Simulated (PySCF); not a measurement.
H₂O₃S, SMILES O=S(O)O.

Coordinates come from a B3LYP-D3(BJ)/def2-SVP optimisation. The values are those of a single conformer.

Two levels are set side by side: PBE/def2-TZVPD (PySCF) and ωB97X/def2-TZVPD (PySCF). Same geometry, gas phase. Differences are taken from unrounded values.

| quantity | ωB97X |
|---|---|
| orbital gap (eV) | 12.48 |
| highest occupied level (eV) | -11.04 |
| lowest empty level (eV) | 1.44 |
| dipole moment (D) | 1.57 |
| mean polarisability (bohr³) | 35.9 |

What does PBE give, and how far is it from ωB97X? (Estimate from the structure and the level; the computed values follow.)


```json
[
 {"quantity": "orbital gap (eV)", "PBE": "5.90", "PBE minus ωB97X": "-6.57"},
 {"quantity": "highest occupied level (eV)", "PBE": "-7.20", "PBE minus ωB97X": "3.84"},
 {"quantity": "lowest empty level (eV)", "PBE": "-1.29", "PBE minus ωB97X": "-2.73"},
 {"quantity": "dipole moment (D)", "PBE": "1.54", "PBE minus ωB97X": "-0.03"},
 {"quantity": "mean polarisability (bohr³)", "PBE": "38.3", "PBE minus ωB97X": "2.4"}
]
```

PBE's occupied levels lie high since its potential decays too fast outside the molecule; exact exchange lowers them and widens the gap. PBE's more diffuse valence density responds more strongly to a field. Differences between two approximate levels are no errors against the true value.

Rough cost on one machine, each run with all the roots and properties that it gave: ωB97X against PBE within a factor of 2.
